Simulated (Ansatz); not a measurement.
Relaxation of F₃GeH₃ (7 atoms, charge 0, multiplicity 1), to a largest force component of 0.03 eV/Å in at most 50 steps.

The calculation used RKS PBE0-D4/def2-SVP (Ansatz).

```xyz
7
Properties=species:S:1:pos:R:3:forces:R:3
Ge -0.449 -0.180 -0.333 0.40 0.15 -0.53
H 0.024 0.805 2.194 1.55 0.90 0.17
F 1.075 -0.772 0.178 0.01 -0.01 0.00
H -0.478 1.325 -0.502 0.00 0.00 0.01
F -0.776 -0.978 -1.815 0.00 0.01 0.00
F -1.618 -0.764 0.754 -0.53 -0.35 0.23
H -0.604 0.458 2.171 -1.42 -0.71 0.12
```

Where does it end, and by what steps?

The run converged. After 5 steps the energy has fallen by 0.111 eV; H2 moved furthest, 0.39 Å.

```tsv
step	energy less start (eV)	largest force component (eV/Å)	accepted
0	0.0000	1.549	yes
1	-0.0960	0.260	yes
2	-0.1093	0.102	yes
3	-0.1103	0.036	yes
4	-0.1104	0.043	yes
5	-0.1105	0.002	yes
```

```xyz
7
Properties=species:S:1:pos:R:3
Ge -0.464 -0.250 -0.481
H 0.087 0.971 2.538
F 1.052 -0.847 0.046
H -0.495 1.262 -0.582
F -0.776 -1.004 -1.988
F -1.640 -0.862 0.606
H -0.589 0.624 2.507
```

Whether the end is a true minimum wasn't checked by a vibrational analysis.

The run took 14 s on 2 threads of Arm Neoverse V1, on a shared host, peak memory 0.19 GiB.
